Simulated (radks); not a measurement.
Q: Species: the chromium ion Cr3+. Configuration: [Ar] 3d3. Method: scalar-relativistic Kohn-Sham, PBE, spin-polarised, spherical densities, point nucleus; open shells are filled with parallel spins first; computed with a radial shooting solver on a logarithmic mesh with Libxc functionals. Some entries of the table are withheld. Estimate them.

| orbital | occ. | eigenvalue (eV) | <r> (bohr) | <r^2> (bohr^2) |
|---|---|---|---|---|
| 1s down | 1 | -5920.224 | 0.06356 | 0.005432 |
| 1s up | 1 | -5920.208 | 0.06356 | 0.005432 |
| 2s up | 1 | -707.9017 | 0.2933 | 0.1017 |
| 2s down | 1 | -706.5508 | 0.2929 | 0.1014 |
| 2p up | 3 | -601.2186 | 0.2601 | 0.08330 |
| 2p down | 3 | -600.1875 | 0.2596 | 0.08297 |
| 3s up | 1 | -114.0865 | (1) | 0.9058 |
| 3s down | 1 | -110.5780 | (2) | 0.9108 |
| 3p up | 3 | -85.0952 | 0.9367 | 1.028 |
| 3p down | 3 | -81.6513 | 0.9410 | 1.039 |
| 3d up | 3 | (3) | 1.098 | 1.501 |
| 3d down | 0 | (4) | 1.122 | 1.576 |

A: 
(1) 3s up <r> (bohr): 0.8872
(2) 3s down <r> (bohr): 0.8894
(3) 3d up eigenvalue (eV): -40.4125
(4) 3d down eigenvalue (eV): -37.1496
